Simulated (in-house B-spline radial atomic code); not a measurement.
Inner levels of gold as electrons are removed. A shift is the extra binding of the orbital against the neutral atom ([Xe] 4f14 5d10 6s1). The density at the nucleus is averaged over the nuclear charge. Computed with a radial B-spline atomic code at the basis-set limit: Dirac-Hartree-Fock, average of the configuration, finite nuclei.

| ion | configuration | shift of 3p1/2 (eV) | shift of 3s1/2 (eV) | shift of 2s1/2 (eV) | radius of 3p1/2 (bohr) | radius of 3s1/2 (bohr) | radius of 2s1/2 (bohr) | Σ<r²> (bohr²) | change of density at nucleus (bohr⁻³) |
| --- | --- | --- | --- | --- | --- | --- | --- | --- | --- |
| Au55+ | [Ar] 3d6 | 3166.22 | 3143.98 | 3470.9 | 0.16631 | 0.17624 | 0.070072 | 0.49973 | -9867.2 |
| Au56+ | [Ar] 3d5 | 3303.64 | 3278.82 | 3650.78 | 0.16549 | 0.17547 | 0.070023 | 0.46588 | -8895.32 |
| Au57+ | [Ar] 3d4 | 3442.37 | 3414.85 | 3832.73 | 0.16468 | 0.17471 | 0.069972 | 0.43295 | -7905.44 |
| Au58+ | [Ar] 3d3 | 3582.41 | 3552.08 | 4016.75 | 0.16387 | 0.17395 | 0.069919 | 0.40092 | -6897.39 |
| Au59+ | [Ar] 3d2 | 3723.75 | 3690.5 | 4202.81 | 0.16306 | 0.17319 | 0.069866 | 0.36974 | -5871.21 |
| Au60+ | [Ar] 3d1 | 3866.39 | 3830.11 | 4390.93 | 0.16226 | 0.17244 | 0.069811 | 0.3394 | -4826.84 |
| Au61+ | [Ne] 3s2 3p6 | 4010.34 | 3970.91 | 4581.08 | 0.16146 | 0.17169 | 0.069755 | 0.30987 | -3764.15 |
| Au62+ | [Ne] 3s2 3p5 | 4149.71 | 4096.92 | 4760.1 | 0.16072 | 0.17108 | 0.06969 | 0.27429 | -3341.23 |
| Au63+ | [Ne] 3s2 3p4 | 4290.04 | 4223.75 | 4940.54 | 0.16002 | 0.17048 | 0.069624 | 0.23936 | -2919.79 |
| Au64+ | [Ne] 3s2 3p3 | 4431.36 | 4351.4 | 5122.42 | 0.15933 | 0.16989 | 0.069557 | 0.20505 | -2500.1 |
